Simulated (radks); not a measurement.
Tl LXX, 12 electrons, occupied as [Ne] 3s2.

Method: Dirac Kohn-Sham, PBE, spin-unpolarised, spherical densities, finite nucleus; Fermi nuclear charge, rms radius 5.4759 fm; computed with a radial shooting solver on a logarithmic mesh with Libxc functionals.

Energy parts (eV):
part                      energy
total                 -386661.62
kinetic                466134.09
electron-nucleus      -877465.91
Hartree                 29171.96
exchange-correlation    -4501.76

Orbitals (lengths in bohr, moments of r in powers of bohr; r(max) is where P^2 peaks; r(90%) holds 90 % of the orbital's charge):
[
 {"orbital": "1s1/2", "occ.": "2", "eigenvalue (eV)": "-91762.23", "r(max)": "0.01003", "<r^2>": "0.0003685", "<r>": "0.01631", "r(90%)": "0.0299", "small-component weight": "9.52e-02"},
 {"orbital": "2s1/2", "occ.": "2", "eigenvalue (eV)": "-21185.14", "r(max)": "0.05796", "<r^2>": "0.005390", "<r>": "0.06715", "r(90%)": "0.105", "small-component weight": "2.25e-02"},
 {"orbital": "2p1/2", "occ.": "2", "eigenvalue (eV)": "-20672.37", "r(max)": "0.04243", "<r^2>": "0.003783", "<r>": "0.05505", "r(90%)": "0.0918", "small-component weight": "2.25e-02"},
 {"orbital": "2p3/2", "occ.": "4", "eigenvalue (eV)": "-18542.51", "r(max)": "0.04987", "<r^2>": "0.004892", "<r>": "0.06351", "r(90%)": "0.103", "small-component weight": "2.00e-02"},
 {"orbital": "3s1/2", "occ.": "2", "eigenvalue (eV)": "-8694.576", "r(max)": "0.1553", "<r^2>": "0.03022", "<r>": "0.1624", "r(90%)": "0.237", "small-component weight": "8.97e-03"}
]

The highest occupied level is 3s1/2 at -8694.6 eV. Summed over all electrons, <r^2> = 0.09908 bohr^2, which gives a Langevin (diamagnetic) susceptibility term of -0.0785 x 10^-6 cm^3/mol.
